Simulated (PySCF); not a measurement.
## Bi2O2F2 at several levels of theory

Computed with PySCF 2.14.0 (density fitting, no spin-orbit coupling) at the geometry relaxed with TPSS:

```xyz
6
Bi2O2F2 (singlet)
Bi    0.0000   -0.5386    1.6038
Bi    0.0000   -0.5386   -1.6038
O     1.3923   -0.5809    0.0000
O    -1.3923   -0.5809    0.0000
F     0.0000    1.4819    1.9631
F     0.0000    1.4819   -1.9631
```

```json
{"level": "TPSS", "basis": "Bi def2-SVP with ECP60, O def2-SVP, F def2-SVP", "state": "singlet", "HOMO (eV)": "-6.53", "gap (eV)": "3.59", "charge on Bi1 (e)": "1.09", "dipole about the centre of mass (D)": "5.77", "largest force component (eV/Å)": "0.01"}
{"level": "PBE", "basis": "the same", "state": "singlet", "HOMO (eV)": "-6.39", "gap (eV)": "3.39", "charge on Bi1 (e)": "1.05", "dipole about the centre of mass (D)": "5.65", "largest force component (eV/Å)": "0.17"}
{"level": "BP86", "basis": "the same", "state": "singlet", "HOMO (eV)": "-6.52", "gap (eV)": "3.40", "charge on Bi1 (e)": "1.05", "dipole about the centre of mass (D)": "5.66", "largest force component (eV/Å)": "0.19"}
{"level": "r2SCAN", "basis": "the same", "state": "singlet", "HOMO (eV)": "-6.83", "gap (eV)": "3.94", "charge on Bi1 (e)": "1.17", "dipole about the centre of mass (D)": "6.08", "largest force component (eV/Å)": "0.41"}
{"level": "TPSS", "basis": "Bi def2-TZVP with ECP60, O def2-TZVP, F def2-TZVP", "state": "singlet", "HOMO (eV)": "-6.91", "gap (eV)": "3.75", "charge on Bi1 (e)": "1.18", "dipole about the centre of mass (D)": "6.18", "largest force component (eV/Å)": "0.82"}
{"level": "TPSS", "basis": "Bi x2c-SVPall, O x2c-SVPall, F x2c-SVPall", "state": "singlet", "HOMO (eV)": "-6.52", "gap (eV)": "3.60", "charge on Bi1 (e)": "1.15", "dipole about the centre of mass (D)": "5.76", "largest force component (eV/Å)": "0.62"}
```

Charges are Mulliken's, which hang on the basis. The relaxation used the grid (50, 194), these runs (75, 302) or, all-electron (x2c bases, spin-free X2C Hamiltonian), (99, 590).

Task: What does CAM-B3LYP with Bi def2-SVP with ECP60, O def2-SVP, F def2-SVP give here?

Result: state singlet, HOMO (eV) -9.34, gap (eV) 7.92, charge on Bi1 (e) 1.19, dipole about the centre of mass (D) 6.40, largest force component (eV/Å) 1.04. Time: 5.6 s on 2 threads of AMD EPYC 9R45 96-Core Processor (Zen 5), with other jobs on the host, from an already converged density.

In the first row's basis the gap widens with exact exchange: 3.4 to 3.9 eV for PBE, BP86, TPSS, r2SCAN (none); 7.9 eV for CAM-B3LYP (rising or full at long range).

No frequency check is given that shows the relaxed geometry to be a minimum.
